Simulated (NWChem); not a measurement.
# VOCl2, doublet; SMILES [O]=[V]([Cl])[Cl]

In the optimisation the excess spin sits in a' (Cs, its own frame). This spin state was assumed; another may lie lower.

### Question
Give the equilibrium geometry at PBE0/def2-SVP, spin-unrestricted (NWChem) as a list of bonds and angles, with the point group.

### Answer
point group C2v; any orientation.
Bonded distances (Å): V1–O2 1.537, V1–Cl3 2.164, V1–Cl4 2.164. Angles (°): O2–V1–Cl3 117.0, O2–V1–Cl4 117.0, Cl3–V1–Cl4 126.0.
